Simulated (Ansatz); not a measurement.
Two shapes of singlet TiO₂.

Shape 1:

```xyz
3

Ti   -0.0424    0.0219   -0.3737
O    -0.0202    1.3567    0.5682
O    -0.0139   -1.3736    0.5339
```

Shape 2:

```xyz
3

Ti   -0.0017    0.0008   -0.3986
O    -0.0028    1.3163    0.5370
O    -0.0056   -1.3334    0.5376
```

Basis set: STO-3G (spherical functions). Correlated methods keep 7 orbitals frozen. Charge 0, multiplicity 1.

Computed with Ansatz (development build ahead of 0.2.0); each method stands on the lowest determinant of its kind that the runs found.

Task: Which shape is lower in energy, and by how much in each method?

Result:

```json
{"method": "RHF", "E(2) − E(1) (eV)": "-0.019"}
{"method": "RHF-MP2", "E(2) − E(1) (eV)": "0.134"}
```

The methods disagree on the order. Caution: no unrestricted run beside it, a lower state can exist; other spin multiplicities were not run.
